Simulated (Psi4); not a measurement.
Approach curve of the dimer H3Al ··· H3Al (SMILES [AlH3] and [AlH3]), singlet. Monomers: optimised at B3LYP-D3(BJ) (def2-TZVP), held rigid. Orientation: lowest of the rigid-body minima from ten starts at GFN2-xTB. The monomers approach along the line of their centres of mass (distance R); nothing else relaxes.

Methods: PBE/def2-TZVP, counterpoise-corrected (Psi4); PBE-D3(BJ)/def2-TZVP, counterpoise-corrected (Psi4); PBE0-D3(BJ)/def2-TZVP, counterpoise-corrected (Psi4); wB97X-D/def2-TZVP, counterpoise-corrected (Psi4).

Interaction energies in kcal/mol; the last columns give the difference from wB97X-D:

```
R / Å  PBE/def2-TZVP  PBE-D3(BJ)/def2-TZVP  PBE0-D3(BJ)/def2-TZVP  wB97X-D/def2-TZVP  PBE/def2-TZVP − wB97X-D/def2-TZVP  PBE-D3(BJ)/def2-TZVP − wB97X-D/def2-TZVP  PBE0-D3(BJ)/def2-TZVP − wB97X-D/def2-TZVP
-----  -------------  --------------------  ---------------------  -----------------  ---------------------------------  ----------------------------------------  -----------------------------------------
2.77           -5.23                 -6.71                  -5.78              -2.07                              -3.16                                     -4.64                                      -3.71
2.97           -5.61                 -7.02                  -6.31              -3.71                              -1.90                                     -3.31                                      -2.60
3.15           -5.12                 -6.46                  -5.93              -4.26                              -0.86                                     -2.19                                      -1.67
3.50           -3.66                 -4.83                  -4.57              -4.18                               0.51                                     -0.66                                      -0.39
3.74           -2.79                 -3.82                  -3.66              -3.68                               0.90                                     -0.14                                       0.02
4.30           -1.45                 -2.15                  -2.10              -2.14                               0.70                                     -0.01                                       0.05
4.96           -0.68                 -1.06                  -1.05              -0.96                               0.28                                     -0.10                                      -0.09
5.95           -0.22                 -0.36                  -0.36              -0.32                               0.11                                     -0.03                                      -0.03
7.29           -0.05                 -0.09                  -0.10              -0.09                               0.03                                      0.00                                      -0.01
```

PBE/def2-TZVP is furthest from wB97X-D/def2-TZVP at 2.77 (-3.16 kcal/mol, below); its mean absolute difference over the points is 0.94 kcal/mol.

PBE-D3(BJ)/def2-TZVP is furthest from wB97X-D/def2-TZVP at 2.77 (-4.64 kcal/mol, below); its mean absolute difference over the points is 1.23 kcal/mol.

PBE0-D3(BJ)/def2-TZVP is furthest from wB97X-D/def2-TZVP at 2.77 (-3.71 kcal/mol, below); its mean absolute difference over the points is 0.95 kcal/mol.
